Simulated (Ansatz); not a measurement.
One change: `O[CH2][SnH2][OH]` becomes `O[CH2][SnH2][SH]`.

Ansatz, PBE0-D4/def2-TZVP geometries, multiplicity 1. Each molecule was computed in one conformer, which needn't be the lowest.

Elements past krypton have def2 core potentials.

```json
{"property": "HOMO energy (PBE0/def2-TZVPP) / eV", "`O[CH2][SnH2][OH]`": "-8.02"}
{"property": "size of the dipole moment (B3LYP/def2-TZVPP) / D", "`O[CH2][SnH2][OH]`": "0.86"}
{"property": "HOMO energy (ωB97M-V/def2-TZVPP) / eV", "`O[CH2][SnH2][OH]`": "-10.28"}
{"property": "LUMO energy (ωB97M-V/def2-TZVPP) / eV", "`O[CH2][SnH2][OH]`": "1.11"}
{"property": "HOMO energy (B3LYP/def2-TZVPP) / eV", "`O[CH2][SnH2][OH]`": "-7.78"}
{"property": "HOMO energy (PBE/def2-TZVPP) / eV", "`O[CH2][SnH2][OH]`": "-6.42"}
```

Question: What does the change do to each property? (Estimate.)

Answer: Ansatz gave: 
```json
{"property": "HOMO energy (PBE0/def2-TZVPP) / eV", "`O[CH2][SnH2][SH]`": "-7.19", "shift": "0.83"}
{"property": "size of the dipole moment (B3LYP/def2-TZVPP) / D", "`O[CH2][SnH2][SH]`": "1.61", "shift": "0.75"}
{"property": "HOMO energy (ωB97M-V/def2-TZVPP) / eV", "`O[CH2][SnH2][SH]`": "-9.37", "shift": "0.91"}
{"property": "LUMO energy (ωB97M-V/def2-TZVPP) / eV", "`O[CH2][SnH2][SH]`": "0.90", "shift": "-0.21"}
{"property": "HOMO energy (B3LYP/def2-TZVPP) / eV", "`O[CH2][SnH2][SH]`": "-6.98", "shift": "0.80"}
{"property": "HOMO energy (PBE/def2-TZVPP) / eV", "`O[CH2][SnH2][SH]`": "-5.90", "shift": "0.52"}
```

With PBE0 the HOMO rises by 0.83 eV and the LUMO falls by 0.26 eV, so the gap narrows by about 1.09 eV. PBE moves the HOMO by 0.52 eV and ωB97M-V by 0.91 eV. Dipoles are sizes alone; their direction can turn.

B3LYP here is the variant with VWN-RPA as its local correlation; programs differ in this.
